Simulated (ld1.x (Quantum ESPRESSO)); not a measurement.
# Cu: excitation energies, all-electron against RRKJ

```json
{"Element": "Cu", "Generator": "ld1.x (Quantum ESPRESSO) 7.5", "Type": "norm-conserving RRKJ (Kleinman–Bylander form)", "Functional": "revPBE", "Relativity": "scalar-relativistic", "Frozen core": "[Ne] 3s2", "Valence charge": "17", "Reference configuration": "3p6 3d9 4s2 4p0", "Partial waves": "3p (bound): rc 0.95 bohr; 3d (bound): rc 0.75 bohr; 4s (bound): rc 2.30 bohr", "Local potential": "the s channel", "Core correction": "Bessel-smoothed model core inside 0.75 bohr"}
```

Energies are relative to the spin-unpolarised reference configuration 3p6 3d9 4s2 4p0; without spin polarisation the order of configurations can differ from experiment. The frozen-core shift is the all-electron ΔE with the core orbitals held at their reference shape minus the fully relaxed ΔE.

```tsv
valence configuration	charge	ΔE all-electron (eV)	error AE − PS (meV)	frozen-core shift (meV)
3p6 3d10 4s1 4p0	0	-1.989	-217	+12
3p6 3d9 4s0 4p0	+2	27.228	-52	+4.6
3p6 3d9 4s1 4p1	0	4.812	-640	n/a
3p6 3d7 4s0 4p0	+4	125.728	-1620	+137
3p6 3d8 4s0 4p0	+3	66.128	-345	+21
```

**Question.** What are ΔE and the potential's error for 3p6 3d10 4s0.5 4p0?

**Answer.** ΔE = 1.113 eV all-electron; the error (AE − PS) is -271 meV.

**Question.** What are ΔE and the potential's error for 3p6 3d10 4s0 4p0?

**Answer.** ΔE = 6.023 eV all-electron; the error (AE − PS) is -337 meV.

These tests converged, but a pseudo level misses the all-electron one widely, so the file describes the atom poorly there or has found another state: 3p6 3d7 4s0 4p0: empty 4p by 4.8 eV (a node warning on the way); 3p6 3d8 4s0 4p0: empty 4p by 3.1 eV.
